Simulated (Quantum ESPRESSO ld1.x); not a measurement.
Results of a calculation; reference values are marked as such.
Problem. These are the eigenvalues of the occupied orbitals of an atom or ion with whole-number occupations (Ry). Level of theory: Dirac Kohn-Sham, PBE, spin-unpolarised, spherical densities, point nucleus (ld1.x of Quantum ESPRESSO 7.5).

orbital  eigenvalue
1s1/2      -290.752
2s1/2      -30.9650
2p1/2      -25.2931
2p3/2      -25.0221
3s1/2      -3.96799
3p1/2      -2.58238
3p3/2      -2.55405
4s1/2      -0.65892

Which element is it, and in what charge state? The configuration may be excited. Open shells, if any, fill j = l - 1/2 first.

Solution. Z = 20, calcium, charge +1: Ca+ in [Ar] 4s1. The list shows which subshells hold electrons but not how many an open one holds; the 1s level, -145.38 hartree, gives Z - s = 17.1 by -(Z - s)^2/2, which with screening and relativity narrows Z to a few neighbours, and the depths of the outer levels then fix element, charge and occupations together.
